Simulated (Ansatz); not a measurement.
C₂H₆BFOSi (`OC1[SiH2]CB1F`) at its PBE0-D4/def2-TZVP geometry, where that method's forces vanish. Charge 0, multiplicity 1.

```xyz
12

O    -1.8587    1.3779    0.2395
C    -0.8037    0.6120   -0.2562
Si   -0.1700   -1.1386    0.2819
C     1.4877   -0.3633   -0.2073
B     0.6803    0.9581    0.0891
F     1.0937    1.9609    0.8472
H    -2.6886    0.9415    0.0358
H    -0.8413    0.4620   -1.3530
H    -0.2907   -1.4100    1.7360
H    -0.6691   -2.2941   -0.5082
H     1.6666   -0.5546   -1.2680
H     2.3938   -0.5518    0.3631
```

Task: What forces (eV/Å) does PBE-D4/def2-TZVPP give on these atoms in the Gaussian-basis code of Ansatz? (Best estimate.)

Result: The calculation gave: 
```
O1   0.024  0.492  0.281
C2   0.068 -0.015 -0.041
Si3  0.007 -0.125  0.039
C4   0.066  0.004 -0.021
B5  -0.091 -0.301 -0.274
F6   0.181  0.462  0.369
H7  -0.420 -0.205 -0.109
H8  -0.010 -0.059 -0.229
H9  -0.012 -0.023  0.156
H10 -0.058 -0.132 -0.085
H11  0.060 -0.053 -0.190
H12  0.185 -0.045  0.104
```
